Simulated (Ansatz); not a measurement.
C4H12Cl2FN2Nb (`C[N](C)[Nb]([F])([Cl])([Cl])[N](C)C`), 22 atoms. The species carries charge 0 and has multiplicity 1. Correlated methods include outer-core shells of Nb, which these sets cover unevenly. Nb: def2 effective core potential. All runs use 6 threads of an AMD EPYC 7R13 on a shared host and a share of an NVIDIA H100 80 GB. Correlated methods freeze the cores.

Problem. How many basis functions does each run have, and how long does it take in Ansatz? direct RPA on PBE orbitals/def2-TZVPP energy; RKS B3LYP-D4/def2-TZVPP energy and forces; RHF-CCSD(T)/def2-TZVPP energy; RKS ωB97M-V/def2-SVP energy; RKS ωB97M-V/def2-QZVPP energy; RKS PBE-D4/def2-TZVPP energy and forces; RKS PBE0-D4/def2-QZVPP energy; RKS PBE0-D4/def2-TZVP relaxation (39 steps); RKS PBE0-D4/def2-SVP energy; RHF-CCSD(T)/def2-SVP energy; RKS HSE06 (plane-wave form)-D4/def2-TZVPP energy; RHF-MP2/def2-QZVPP energy. (An estimate is asked.)

Solution. Ansatz gave: Other jobs shared the machine, so times are rough.

```tsv
level	job	functions	wall time	peak host memory (GiB)
RKS PBE0-D4/def2-SVP	energy	225	1.9 s	0.88
RKS ωB97M-V/def2-SVP	energy	225	4.5 s	1
RKS B3LYP-D4/def2-TZVPP	energy and forces	525	6 s	1.3
RKS PBE-D4/def2-TZVPP	energy and forces	525	6.5 s	1.1
RKS PBE0-D4/def2-QZVPP	energy	980	7 s	1.6
RKS HSE06 (plane-wave form)-D4/def2-TZVPP	energy	525	7 s	1.2
direct RPA on PBE orbitals/def2-TZVPP	energy	525	7.5 s	3
RHF-CCSD(T)/def2-SVP	energy	225	8.5 s	1.2
RHF-MP2/def2-QZVPP	energy	980	9 s	1.7
RKS ωB97M-V/def2-QZVPP	energy	980	9.5 s	1.8
RKS PBE0-D4/def2-TZVP	relaxation (39 steps)	403	77 s	1.1
RHF-CCSD(T)/def2-TZVPP	energy	525	97 s	6.1
```

B3LYP here is the variant with VWN-RPA as its local correlation; programs differ in this.
